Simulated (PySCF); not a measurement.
CH4AlBCl (calculated)

Calculation on a computer-drawn molecule: the log of a Hartree-Fock and frozen-core CCSD(T) single point meant for a local Hartree-Fock minimum, with one planted fault or none, to be diagnosed. Offsets are logged minus clean, where the clean run is the same molecule without the fault. The reference is restricted for singlets and unrestricted otherwise, and also for a bond in bohr or an excited solution. Adding or removing an electron swaps singlet and doublet. The excited solution moves the top pair (singlet) or top alpha electron (doublet) to the lowest empty orbital. Highest occupied and lowest empty are orbital energies over both spins, largest force is the largest gradient component, triples share is (T) over the correlation energy, the T1 limit is 0.02 restricted and 0.045 unrestricted, electrons count all cores, a negative frequency is imaginary (commonest isotopes), and the dipole is about the centre of nuclear charge. Program: PySCF 2.14.0.

```yaml
- formula: CH4AlBCl
  logged_structure:
    atoms_angstrom:
      - [C, 2.3268, 1.3306, 0.6111]
      - [Al, 0.7929, 0.7398, -0.4053]
      - [B, -0.7918, -0.2456, 0.9025]
      - [Cl, -1.9365, -0.9527, 1.8251]
      - [H, 2.8092, 0.4936, 1.1269]
      - [H, 3.0682, 1.7967, -0.0427]
      - [H, 2.041, 2.0625, 1.374]
      - [H, 0.2598, 0.7101, -1.8672]
  given:
    meant_charge: 1
    meant_multiplicity: 1
    meant_basis: "cc-pV(D+d)Z"
    logged_electrons: 44
    logged_basis_functions: 32
    logged_SCF_converged: "yes"
    logged_spin_squared: 0.0
    "logged_highest_occupied [eV]": -14.886
    "logged_lowest_empty [eV]": -1.6016
    "logged_largest_force [hartree/bohr]": 0.047117
    logged_T1_diagnostic: 0.016149
    logged_D1_diagnostic: 0.047937
    logged_triples_share: 0.029378
    logged_CC_converged: "yes"
    "logged_dipole_magnitude [debye]": 1.695
    logged_SCF_stable_within_its_kind: "yes"
    "logged_energy_HF [hartree]": -757.51221
    "logged_energy_CCSD(T) [hartree]": -757.68595
    possible_faults: "no fault, one electron removed, one electron added, multiplicity raised by two, geometry at a saddle point, SCF held on an excited solution, minimal basis STO-3G, one bond length entered in bohr, all coordinates scaled"
    drawn_bonds_atom: [1, 2, 3, 1, 1, 1, 2]
    drawn_bonds_other_atom: [2, 3, 4, 5, 6, 7, 8]
    drawn_bonds_order: [1, 1, 1, 1, 1, 1, 1]
  results:
    planted_fault: "minimal basis STO-3G"
    "HF_energy_offset_from_clean_run [kcal/mol]": 5362
    "CCSD(T)_energy_offset_from_clean_run [kcal/mol]": 5547
```
